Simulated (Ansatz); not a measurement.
Single points on B₈H₁₄.

```yaml
crystal:
  periodic: [false, false, false]
  atoms:
    - {symbol: B, position_ang: [-1.630540, -0.102257, 0.401348]}
    - {symbol: B, position_ang: [-0.670228, 1.216849, 0.902008]}
    - {symbol: B, position_ang: [1.025293, 0.660929, 0.515789]}
    - {symbol: B, position_ang: [-0.469084, -1.408766, 0.300692]}
    - {symbol: B, position_ang: [-2.039524, -1.616804, -0.437162]}
    - {symbol: B, position_ang: [1.011762, -0.858636, -0.349818]}
    - {symbol: B, position_ang: [0.080063, 1.705027, -0.615211]}
    - {symbol: B, position_ang: [2.498608, 0.128955, -0.212289]}
    - {symbol: H, position_ang: [-0.959542, -2.421312, -0.395990]}
    - {symbol: H, position_ang: [0.711300, 2.717637, -0.816366]}
    - {symbol: H, position_ang: [-2.781122, 0.187303, 0.170274]}
    - {symbol: H, position_ang: [2.892958, 0.585636, -1.253771]}
    - {symbol: H, position_ang: [-2.909987, -2.220894, 0.143772]}
    - {symbol: H, position_ang: [1.608392, -1.521130, -1.162383]}
    - {symbol: H, position_ang: [-0.842795, 1.862557, 1.906154]}
    - {symbol: H, position_ang: [0.789583, 0.391313, 1.680560]}
    - {symbol: H, position_ang: [-0.305123, -1.839719, 1.428040]}
    - {symbol: H, position_ang: [2.216322, 1.214363, 0.577348]}
    - {symbol: H, position_ang: [-2.214810, -1.332742, -1.600843]}
    - {symbol: H, position_ang: [-0.250101, 1.054887, -1.592058]}
    - {symbol: H, position_ang: [3.231754, -0.570191, 0.453737]}
    - {symbol: H, position_ang: [-0.993188, 2.166985, -0.043822]}
basis:
  gaussian: {orbitals: STO-3G}
hamiltonian: {xc: hf}
scf: {omitted_lower_state_checks: [starts]}
output: {orbitals: {seedname: orbitals}}
```

The file start.molden holds the orbitals of an earlier run on this structure, at another level or in another basis.

```sh
$ ansatz run in.yaml --threads 4 --pin off --events-out ev --progress --plain --max-ram 4787MiB
```

Output, abridged:

```
Functional definition: HF
752 factors; integrals over basis functions are off by at most 1.7e-4 eV
mean field evaluation 1: about -5516.4031 eV, gradient 3.2e1 eV
mean field evaluation 2: about -5516.6952 eV, gradient 3.1e1 eV
mean field evaluation 4: about -5521.2329 eV, gradient 2.4e0 eV
mean field evaluation 8: about -5521.2544 eV, gradient 3.4e-4 eV
mean field -5521.25443098 eV, -202.9023578978 hartree, gradient 2.3e-5 eV, S^2 0.000000; 0 other end points of the search recorded, 0 dependent functions left out
reference -5521.25443098 eV, -202.9023578978 hartree; 27, 27 occupied and 27, 27 virtual orbitals, 752 factors
Total energy: -5521.25443098 eV, -202.9023578978 hartree
Checks for a lower state left out: starts
```

It took 0.3 s on 4 threads of Arm Neoverse V1 on a shared host.

First input, but with `gaussian: {orbitals: def2-SVP, initial_orbitals: start.molden}`, `hamiltonian: {xc: pbe, dispersion: d4}` (abridged; 2.6 s):

```
Functional definition: PBE
mean field -5621.95068139 eV, -206.6028768462 hartree, gradient 1.3e-5 eV, S^2 0.000000
Total energy: -5622.54929148 eV, -206.6248753612 hartree
Checks for a lower state left out: starts
```

First input, but with `gaussian: {orbitals: def2-TZVP, initial_orbitals: start.molden}`, `hamiltonian: {xc: {name: BLYP}, dispersion: d4}` (abridged; 6 s):

```
Functional definition: BLYP
mean field -5633.02678112 eV, -207.0099160033 hartree, gradient 2.7e-5 eV, S^2 0.000000
Total energy: -5634.33049282 eV, -207.0578265247 hartree
Checks for a lower state left out: starts
```

First input, but with `gaussian: {orbitals: def2-TZVP, initial_orbitals: start.molden}`, `correlation: {method: mp2}` and without the key `hamiltonian` (abridged; 9.5 s):

```
Functional definition: HF
mean field -5592.05284333 eV, -205.5041515630 hartree, gradient 2.3e-6 eV, S^2 0.000000
8 core orbitals not correlated: weight in the atoms' cores, before any rotation towards them, 1.000 or more for the frozen orbitals, at most 0.000 for the correlated occupied ones
second order -25.14113968 eV of doubles, -0.00000000 eV of singles
Total energy: -5617.19398301 eV, -206.4280714048 hartree
Checks for a lower state left out: starts
```

First input, but with `gaussian: {orbitals: def2-TZVP, initial_orbitals: start.molden}`, `hamiltonian: {xc: pbe, dispersion: d4}`, `output: {forces: true, orbitals: {seedname: orbitals}}` (abridged; 6.5 s):

```
Functional definition: PBE
mean field -5627.94122746 eV, -206.8230253537 hartree, gradient 2.2e-5 eV, S^2 0.000000
Total energy: -5628.53985475 eV, -206.8450245008 hartree
Atom 0 force     0.037157    -0.034086    -0.026332 eV/Å
Atom 1 force     0.009318    -0.026612    -0.065411 eV/Å
Atom 2 force     0.015165    -0.048459    -0.067616 eV/Å
Atom 3 force    -0.059199     0.056855    -0.043399 eV/Å
Atom 4 force     0.074017     0.029725     0.054205 eV/Å
Atom 5 force    -0.003810     0.023294     0.051700 eV/Å
Atom 6 force    -0.016817    -0.028297     0.026631 eV/Å
Atom 7 force    -0.076618    -0.000518     0.019636 eV/Å
Atom 8 force    -0.018108     0.065115     0.025601 eV/Å
Atom 9 force    -0.068852    -0.106388     0.020454 eV/Å
Atom 10 force     0.097171    -0.025094     0.014107 eV/Å
Atom 11 force    -0.044699    -0.058416     0.124180 eV/Å
Atom 12 force     0.091677     0.070324    -0.069361 eV/Å
Atom 13 force    -0.061544     0.063600     0.074639 eV/Å
Atom 14 force     0.027026    -0.085378    -0.127877 eV/Å
Atom 15 force     0.014401     0.011898    -0.042760 eV/Å
Atom 16 force    -0.004471     0.037883    -0.103548 eV/Å
Atom 17 force    -0.030786    -0.040472    -0.014266 eV/Å
Atom 18 force     0.005056    -0.025849     0.127855 eV/Å
Atom 19 force     0.030094     0.075908     0.089506 eV/Å
Atom 20 force    -0.067310     0.069902    -0.072468 eV/Å
Atom 21 force     0.051131    -0.024936     0.004521 eV/Å
Dipole moment:     0.022782    -0.038240     0.188533 e Å
Checks for a lower state left out: starts
```

First input, but with `gaussian: {orbitals: def2-TZVP, initial_orbitals: start.molden}`, `hamiltonian: {xc: {name: BHLYP}, dispersion: d4}` (abridged; 9 s):

```
Functional definition: BHLYP
mean field -5633.98014028 eV, -207.0449513064 hartree, gradient 1.0e-5 eV, S^2 0.000000
Total energy: -5634.70688085 eV, -207.0716585299 hartree
Checks for a lower state left out: starts
```

First input, but with `gaussian: {orbitals: def2-TZVP, initial_orbitals: start.molden}`, `hamiltonian: {xc: {name: CAM-B3LYP}, dispersion: d4}` (abridged; 9.5 s):

```
Functional definition: CAM-B3LYP
mean field -5632.93571585 eV, -207.0065694165 hartree, gradient 1.8e-5 eV, S^2 0.000000
Total energy: -5633.45582833 eV, -207.0256831976 hartree
Checks for a lower state left out: starts
```

Geometry: r2SCAN-D4/def2-SVP.

Correlated methods freeze 8 core orbitals. Another isomer (singlet) lies 2.89 eV lower at PBE0-D4/def2-TZVP; other spin states weren't run for this one.
